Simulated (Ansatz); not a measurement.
Ansatz (an electronic-structure program) input:

Ansatz 0.2 input:
```yaml
crystal:
  periodic: [false, false, false]
  atoms:
    - {symbol: C, position_ang: [-2.40749382, 0.60762864, 0.39750895]}
    - {symbol: C, position_ang: [-1.03145716, 0.14057155, -0.02906301]}
    - {symbol: C, position_ang: [0.04911003, 0.43526672, 1.01927964]}
    - {symbol: C, position_ang: [1.42849429, 0.08156540, 0.61439705]}
    - {symbol: Cl, position_ang: [2.19714696, 1.01010182, -0.60745327]}
    - {symbol: Cl, position_ang: [-1.07336605, -1.65078014, -0.36422628]}
    - {symbol: H, position_ang: [-2.39592804, 1.69032587, 0.54590849]}
    - {symbol: H, position_ang: [-3.15174643, 0.37143327, -0.36155315]}
    - {symbol: H, position_ang: [-2.70597703, 0.13323149, 1.33327430]}
    - {symbol: H, position_ang: [-0.74681142, 0.58626009, -0.98012151]}
    - {symbol: H, position_ang: [-0.19886865, -0.10220012, 1.93792142]}
    - {symbol: H, position_ang: [-0.00774642, 1.50769419, 1.23799819]}
    - {symbol: H, position_ang: [1.87088274, -0.88540728, 0.79238894]}
basis:
  gaussian:
    orbitals: def2-TZVP
hamiltonian:
  xc: b3lyp
  dispersion: d3bj
magnetization: {spin_polarized: true, initial_magnetization: 1}
phonons: {temperatures: {t_min: 298.15, t_max: 298.15, t_step: 100}}
```

Question: Predict the final energy.

Answer: -1077.13162 Eh (B3LYP-D3(BJ)/def2-TZVP). The basis has 240 functions.

It need not be the lowest isomer of its formula.
